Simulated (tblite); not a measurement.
C6H9O (SMILES O=C1CC[CH]CC1), doublet, geometry from GFN2-xTB; GFN1-xTB run with tblite.

Here is a job for tblite.
```
$ tblite run mol.xyz --method gfn1 --charge 0 --spin 1 --etemp 2000 --json tblite.json --no-restart

# file mol.xyz
16

O     -2.30991040     0.16261397     0.32350552
C     -1.11853851     0.07874331     0.15665256
C     -0.19376152     1.26653046     0.28011446
C      1.06928310     1.12646069    -0.57215067
C      1.78605069    -0.12573509    -0.25013838
C      1.01961696    -1.27351588     0.27959790
C     -0.43509445    -1.22226002    -0.19204248
H     -0.74557191     2.17538625     0.03401302
H      0.08950526     1.33091202     1.33516272
H      1.72187303     1.99176583    -0.42130000
H      0.77448763     1.14772450    -1.63394651
H      2.84732669    -0.20044721    -0.39877126
H      1.48075649    -2.21722578    -0.02723183
H      1.02631754    -1.27449828     1.38174174
H     -1.01805368    -2.05122986     0.21298471
H     -0.46269552    -1.30464002    -1.28289701
```

The log (banner, timings and long lists left out):

```
xTB calculator
 | screened Coulomb repulsion
 | Coulomb electrostatics
 |  * isotropic Klopman-Ohno-Mataga-Nishimoto electrostatics
 |  * onsite third-order electrostatics
 | DFT-D3(BJ) dispersion correction

halogen bonding energy    0.0000000000000E+00 Eh
repulsion energy          2.7489636409479E-01 Eh
dispersion energy        -6.5571414094643E-03 Eh
number of electrons       3.9000000000000E+01 e
integral cutoff           1.9731147476801E+01 bohr

------------------------------------------------------------
  cycle        total energy    energy error   density error
------------------------------------------------------------
      1     -21.96802358713  -2.2236363E+01   6.3777137E-01
      2     -22.16708782015  -1.9906423E-01   3.6489942E-01
      3     -22.16816381370  -1.0759935E-03   1.2158052E-01
      4     -22.17013598240  -1.9721687E-03   1.2879236E-02
      5     -22.17054713701  -4.1115461E-04   4.0990311E-03
      6     -22.17058734443  -4.0207417E-05   2.3997676E-03
      7     -22.17060766071  -2.0316283E-05   1.0206208E-04
      8     -22.17060766797  -7.2618676E-09   6.3039910E-05
      9     -22.17060767727  -9.2980805E-09   5.7338269E-06
------------------------------------------------------------

electronic energy        -2.2438946899954E+01 Eh
total energy             -2.2170607677269E+01 Eh

Post processing:
 | Mayer-Wiberg bond orders

[Info] JSON dump of results written to 'tblite.json'
```
